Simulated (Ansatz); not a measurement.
# Match the barriers

Saddle point of CH5InS, singlet (CH₅InS ([CH3][InH][SH]) → CH₃In ([CH3][In]) + H₂S; bonds formed: S2–H3; bonds broken: In1–S2, In1–H3), PBE0-D4/def2-TZVP structure:

| atom | x (Å) | y (Å) | z (Å) |
| --- | --- | --- | --- |
| In1 | -0.8673 | -0.2121 | -0.5444 |
| S2 | 1.5028 | -0.6586 | -1.8720 |
| H3 | -0.3945 | -0.7786 | -2.1502 |
| C4 | -0.4548 | 0.2332 | 1.5184 |
| H5 | 1.3144 | 0.4925 | -2.5377 |
| H6 | 0.1161 | -0.5946 | 1.9441 |
| H7 | 0.1566 | 1.1368 | 1.5565 |
| H8 | -1.3731 | 0.3814 | 2.0852 |

Ansatz 0.2.0; basis: def2-TZVPP, with def2-QZVPP for the basis limit; cores frozen in the correlated methods. Filled d shells of the heavier atoms are correlated. Core potentials replace the inner electrons of the atoms past krypton. The def2 sets are not built for correlating such inner shells, so the correlated values are less sure here. Extrapolation: Hartree–Fock as exp(−7.88 √X), correlation as X^−2.97. Four methods, as single points on the PBE0-D4 structures, gave these electronic barriers from the start structure: 147.8, 170.7, 197.7, 262.7 kJ/mol.

(1) The methods were, in alphabetical order, CCSD(T), HF, r2SCAN-D4, SPW92. Which gave which? (A judgement: the text doesn't fix the answer.)

The T1 diagnostic stays at or below 0.019. The restricted Hartree–Fock reference is unstable towards an unrestricted one at one or more of these structures.

Results:

(1) By the calculation: SPW92 147.8; r2SCAN-D4 170.7; CCSD(T) 197.7; HF 262.7 kJ/mol. For comparison, CCSD(T) at an estimated basis limit (MP2 extrapolated from triple and quadruple zeta, plus CCSD(T) − MP2 in triple zeta) gives 190.8 kJ/mol.

Labels in which every atom is bracketed show which atoms are joined, not bond orders.

For scale, one of the runs: CCSD(T)/def2-TZVPP, 193 basis functions, launched by `ansatz run in.yaml --threads 4 --pin off --events-out ev --progress --plain --max-ram 9574MiB`. The run took 13 s on 4 CPU threads of an AMD EPYC 9R45 (shared host), with 2.3 GiB of host memory at its peak.
